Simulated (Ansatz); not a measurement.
Frontier orbitals of H$_{6}$N$_{2}$SSi, SMILES `N[SiH](N)S`.

```json
{"atom": "N1", "x (Å)": "-1.0688", "y (Å)": "0.8953", "z (Å)": "0.7037"}
{"atom": "Si2", "x (Å)": "-0.1182", "y (Å)": "-0.2419", "z (Å)": "-0.1433"}
{"atom": "N3", "x (Å)": "0.9993", "y (Å)": "0.6595", "z (Å)": "-1.0602"}
{"atom": "S4", "x (Å)": "1.1707", "y (Å)": "-1.5774", "z (Å)": "0.9435"}
{"atom": "H5", "x (Å)": "-0.6342", "y (Å)": "1.5608", "z (Å)": "1.3236"}
{"atom": "H6", "x (Å)": "-1.9819", "y (Å)": "0.6280", "z (Å)": "1.0340"}
{"atom": "H7", "x (Å)": "-1.1136", "y (Å)": "-1.1048", "z (Å)": "-0.8360"}
{"atom": "H8", "x (Å)": "1.8046", "y (Å)": "0.2255", "z (Å)": "-1.4778"}
{"atom": "H9", "x (Å)": "0.7061", "y (Å)": "1.4888", "z (Å)": "-1.5493"}
{"atom": "H10", "x (Å)": "0.2361", "y (Å)": "-2.5338", "z (Å)": "1.0619"}
```

The species carries charge 0 and has multiplicity 1. The structure was optimised at the PBE0-D4/def2-TZVP level. It is one conformer, not always the lowest. Basis def2-TZVPP, Ansatz.

```tsv
functional	HOMO (eV)	LUMO (eV)
HSE06 (plane-wave form)	-6.65	0.27
```

Question: Give HOMO and LUMO (eV) with LDA (SPW92), PBE, revPBE, BLYP, r2SCAN, B97M-V, PBE0, B3LYP, r2SCANh, r2SCAN0, BHLYP, CAM-B3LYP, LC-ωPBE, ωB97X-V, ωB97M-V, HF. (Estimate.)

Answer: The calculation gave: 
```
 functional   HOMO   LUMO
LDA (SPW92)  -5.91  -0.40
        PBE  -5.78  -0.25
     revPBE  -5.72  -0.17
       BLYP  -5.62  -0.21
     r2SCAN  -6.07   0.17
     B97M-V  -6.16  -0.08
       PBE0  -7.06   0.64
      B3LYP  -6.80   0.34
    r2SCANh  -6.54   0.49
    r2SCAN0  -7.25   0.94
      BHLYP  -8.18   1.39
  CAM-B3LYP  -8.39   1.54
    LC-ωPBE  -9.82   2.83
    ωB97X-V  -9.44   2.63
    ωB97M-V  -9.28   2.24
         HF  -9.96   3.44
```

B3LYP here is the variant with VWN-RPA as its local correlation; programs differ in this. LC-ωPBE has ω = 0.4 bohr⁻¹. Positive LUMOs are unbound and depend on the basis.
